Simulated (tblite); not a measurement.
Compound: C6H5NO2.
Bonds: O1–C2 (double), C2–O3, O3–C4, C4–C5 (aromatic), C5–C6 (aromatic), C6–C7 (aromatic), C7–N8 (aromatic), N8–C9 (aromatic), C4–C9 (aromatic). Hydrogens: H10 on C2; H11 on C5; H12 on C6; H13 on C7; H14 on C9.

Computed with GFN2-xTB (tblite), gas phase: Langevin dynamics at 300 K from the optimised GFN2-xTB geometry, time step 0.5 fs, friction 0.01 fs⁻¹, 2000 steps. The instantaneous temperature is 2·E(kin)/(3Nk) with all 3N coordinates.

```tsv
t (fs)	T (K)	E(pot) above start (eV)	O1=C2 (Å)	C2–O3 (Å)	O3–C4 (Å)	C4–C5 (Å)	C5–C6 (Å)	C2–H10 (Å)	O1–C2–O3–C4 (°)
0	232	0.000	1.194	1.326	1.388	1.389	1.387	1.105	-1
50	233	0.231	1.190	1.357	1.355	1.382	1.392	1.113	0
100	154	0.360	1.222	1.314	1.384	1.388	1.398	1.103	-26
150	180	0.234	1.171	1.337	1.388	1.368	1.391	1.096	4
200	273	0.320	1.210	1.355	1.404	1.395	1.383	1.144	4
250	268	0.447	1.207	1.330	1.355	1.370	1.403	1.066	-7
300	260	0.343	1.181	1.353	1.434	1.348	1.362	1.088	-7
350	305	0.387	1.202	1.266	1.424	1.370	1.380	1.124	-8
400	252	0.463	1.235	1.323	1.381	1.367	1.406	1.107	1
450	215	0.716	1.166	1.325	1.385	1.387	1.419	1.069	-2
500	268	0.517	1.201	1.318	1.401	1.352	1.411	1.036	5
550	287	0.508	1.216	1.343	1.390	1.416	1.412	1.087	-8
600	289	0.450	1.178	1.347	1.396	1.390	1.400	1.144	2
650	357	0.479	1.203	1.312	1.429	1.429	1.355	1.140	2
700	269	0.606	1.205	1.353	1.398	1.352	1.381	1.059	-8
750	339	0.635	1.169	1.341	1.411	1.401	1.417	1.076	-6
800	317	0.594	1.212	1.303	1.393	1.376	1.378	1.120	15
850	316	0.865	1.227	1.345	1.375	1.367	1.391	1.068	-13
900	335	0.646	1.176	1.326	1.409	1.378	1.449	1.070	12
950	424	0.530	1.206	1.350	1.389	1.391	1.375	1.078	-1
1000	268	0.611	1.174	1.342	1.403	1.369	1.372	1.146	-15
```

Q: From 500 fs on, how do temperature and potential energy compare with equipartition?

A: The mean temperature of these 11 frames is 315 K against the target 300 K, and the mean potential energy 0.59 eV against 36 × kT/2 = 0.47 eV for 36 classical harmonic modes. For 14 atoms in a canonical ensemble the temperature itself scatters by T·√(2/(3N)) = 65 K; here its standard deviation is 45 K. The whole run lasts only 10 friction times of 100 fs, so these averages carry a wide statistical error.

Q: What are the kinetic and total energies of the listed frame with the highest potential energy?

A: The one at 850 fs, 0.865 eV above the start. Its kinetic energy is 3NkT/2 = 0.571 eV at 316 K, so the sum is 1.44 eV; over the listed frames the sum runs from 0.42 to 1.44 eV, since the thermostat adds and removes energy.

Q: How much do the listed bonds fluctuate from 500 fs on?

A: 
```
  bond  at the start (Å)  mean (Å)  standard deviation (Å)
 O1=C2             1.194     1.197                   0.019
 C2–O3             1.326     1.334                   0.016
 O3–C4             1.388     1.399                   0.013
 C4–C5             1.389     1.384                   0.023
 C5–C6             1.387     1.395                   0.025
C2–H10             1.105     1.093                   0.036
```

The motion is classical and holds no zero-point motion.

The cost below is that of the whole dynamics run. Hardware: one thread, AMD EPYC (x86_64), no GPU (shared host). Cost: 36 s of wall time, 0.18 GiB resident at most.
